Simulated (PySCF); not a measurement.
Species: C₅H₁₄Si₃.
Bonds: C1–C2 (double), C2–Si3, Si3–Si4, Si3–Si5, Si3–C6, C6–C7, C7–C8, C6–C8. Hydrogens: H9, H10 on C1; H11 on C2; H12, H13, H14 on Si4; H15, H16, H17 on Si5; H18 on C6; H19, H20 on C7; H21, H22 on C8.

All values: PBE0/pcSseg-1 (PySCF, non-relativistic), on one gas-phase PBE0-D3(BJ)/def2-SVP geometry that isn't relaxed in the solvent. The solvent is an IEF-PCM continuum (van der Waals radii × 1.2). The model holds no explicit solvent molecules, cavitation or dispersion.

Gas phase at PBE0/pcSseg-1: HOMO -7.36 eV, LUMO -0.65 eV, dipole 1.28 D.

What does the continuum do to the energy, the frontier levels and the dipole at PBE0/pcSseg-1 in tetrahydrofuran and methanol?

```csv
solvent,ε,E(solvent) − E(gas) (kJ/mol),polarisation term (kJ/mol),distortion of the solute (kJ/mol),HOMO (eV),LUMO (eV),dipole (D)
tetrahydrofuran,7.426,-6.77,-7.16,0.39,-7.28,-0.57,1.53
methanol,32.61,-8.16,-8.73,0.57,-7.28,-0.56,1.58
```

The first energy column is the sum of the next two and covers electrostatics alone. From tetrahydrofuran to methanol the lowering changes by a factor 1.21, Onsager's factor (ε − 1)/(2ε + 1) by 1.18 and ε itself by 4.4.

Which radius a makes the point-dipole formula ΔE = −[(ε − 1)/(2ε + 1)]·μ²/a³ give the value in methanol, with the gas-phase dipole?

μ = 0.505 au and |ΔE| = 0.00311 Eh give a = 1.80 Å; the farthest nucleus lies 4.18 Å from the centroid of the nuclei, so such a sphere wouldn't even hold the nuclei. The formula assumes a rigid point dipole at the centre of a sphere.

Which Hirshfeld charges (PBE0/pcSseg-1) respond most in methanol (means over atoms taken as equivalent)?

```tsv
atoms	environment	gas (e)	solvent (e)	change
H10	vinylic hydrogen	+0.049	+0.053	+0.004
C2	alkene CH carbon	-0.139	-0.143	-0.004
C1	terminal =CH2 carbon	-0.081	-0.085	-0.004
H11	vinylic hydrogen	+0.043	+0.047	+0.004
H18	methine hydrogen	+0.044	+0.048	+0.004
H9	vinylic hydrogen	+0.043	+0.046	+0.003
```

The run took 94 s wall on Arm Neoverse N1, one thread, shared host with 64 logical CPUs at a one-minute load of 58, and the process peaked at 1.3 GiB of memory. This is the whole shielding run at PBE0/pcSseg-1 in methanol, SCF included.

The values belong to the conformer `[CH2:1]=[CH:2][Si:3]([SiH3:4])([SiH3:5])[CH:6]1[CH2:7][CH2:8]1`: C1–C2–Si3–Si4 -9°, C2–Si3–C6–C7 -160°.
